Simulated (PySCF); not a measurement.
C2Si, SMILES [C]1[Si][C]1 (connectivity only; charge and spin as stated), neutral, multiplicity 1.

Coordinates come from a ωB97X-D3(BJ)/def2-TZVP optimisation.

Computed with TDDFT-ωB97X/def2-TZVPD (PySCF).

Vertical excitations.  State labels are in the subgroup C2v.

List the lowest excited states. (An estimate is asked for; the answer gives what the named calculation found.)


| state | symmetry | energy (eV) | λ (nm) | f | main pairs |
|---|---|---|---|---|---|
| S1 | B2 | 2.84 | 437 | 0.021 | HOMO→LUMO 95 % |
| S2 | B1 | 3.82 | 324 | 0.019 | HOMO→LUMO+1 98 % |
| S3 | A2 | 4.40 | 282 | 0.000 | HOMO−2→LUMO 96 % |
| S4 | B2 | 4.63 | 268 | 0.000 | HOMO−1→LUMO 95 % |
| S5 | B1 | 5.23 | 237 | 0.035 | HOMO−1→LUMO+1 98 % |
| S6 | A1 | 6.13 | 202 | 0.019 | HOMO−2→LUMO+1 80 %, HOMO−3→LUMO 16 % |
| S7 | A2 | 6.21 | 200 | 0.000 | HOMO→LUMO+3 91 % |
| S8 | B2 | 7.15 | 173 | 0.006 | HOMO→LUMO+4 82 % |
| S9 | A2 | 7.46 | 166 | 0.000 | HOMO−1→LUMO+3 91 % |
| S10 | A1 | 7.77 | 160 | 0.010 | HOMO−3→LUMO 42 %, HOMO→LUMO+5 39 % |
| T1 | B2 | 1.94 | 638 | 0 | HOMO→LUMO 94 % |
| T2 | B1 | 2.98 | 416 | 0 | HOMO→LUMO+1 78 %, HOMO−1→LUMO+1 18 % |
| T3 | B2 | 2.99 | 414 | 0 | HOMO−1→LUMO 92 % |
| T4 | A2 | 3.98 | 312 | 0 | HOMO−2→LUMO 93 % |
Triplets are in the Tamm–Dancoff approximation, which puts them higher than full response would, so one can lie above its singlet here.
